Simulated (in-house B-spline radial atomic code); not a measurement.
# The molybdenum ion Mo⁶⁺: 1s1 2s2 (2p1/2)1 (2p3/2)4 3s2 3p6 3d10 4s2 4p6 4d2 (with a hole in an inner shell)

Level of theory: Dirac-Hartree-Fock, average of the jj configuration, Fermi nucleus of rms radius 4.4091 fm; calculated with a B-spline radial code for spherical atoms.

Screening seen three ways: the hydrogenic charge with the same mean radius, Z_r = [3n² - l(l+1)]/(2<r>), the one with the same energy, Z_e = n√(-2ε), and Slater's rules. Values are occupation-weighted means over j. An effective charge above Z reflects the relativistic contraction of the inner shells.

```json
{"shell": "1s", "electrons": "1", "ε (eV)": "-20975", "<r> (bohr)": "0.03498", "Z_r": "42.88", "Z_e": "39.26", "Slater": "42.00"}
{"shell": "2s", "electrons": "2", "ε (eV)": "-3217.5", "<r> (bohr)": "0.1495", "Z_r": "40.13", "Z_e": "30.76", "Slater": "39.05"}
{"shell": "2p", "electrons": "5", "ε (eV)": "-2936.9", "<r> (bohr)": "0.1302", "Z_r": "38.40", "Z_e": "29.38", "Slater": "39.05"}
{"shell": "3s", "electrons": "2", "ε (eV)": "-680.76", "<r> (bohr)": "0.4087", "Z_r": "33.03", "Z_e": "21.22", "Slater": "32.60"}
{"shell": "3p", "electrons": "6", "ε (eV)": "-577.59", "<r> (bohr)": "0.4048", "Z_r": "30.88", "Z_e": "19.55", "Slater": "32.60"}
{"shell": "3d", "electrons": "10", "ε (eV)": "-400.15", "<r> (bohr)": "0.3823", "Z_r": "27.46", "Z_e": "16.27", "Slater": "22.85"}
{"shell": "4s", "electrons": "2", "ε (eV)": "-176.01", "<r> (bohr)": "1.008", "Z_r": "23.81", "Z_e": "14.39", "Slater": "16.25"}
{"shell": "4p", "electrons": "6", "ε (eV)": "-141.01", "<r> (bohr)": "1.077", "Z_r": "21.36", "Z_e": "12.88", "Slater": "16.25"}
{"shell": "4d", "electrons": "2", "ε (eV)": "-93.051", "<r> (bohr)": "1.261", "Z_r": "16.65", "Z_e": "10.46", "Slater": "7.65"}
```

The least bound orbital is 4d5/2 at -92.96 eV, and it is also the most diffuse (<r> = 1.263 bohr). The part-filled 1s shell lies below the filled 4p shell in orbital energy.

For the 1s electron the small component carries 2.37 % of the norm, the zero-frequency Breit interaction raises the level by 10.95 eV, self-energy by 21.41 eV, and vacuum polarisation lowers it by 2.475 eV.
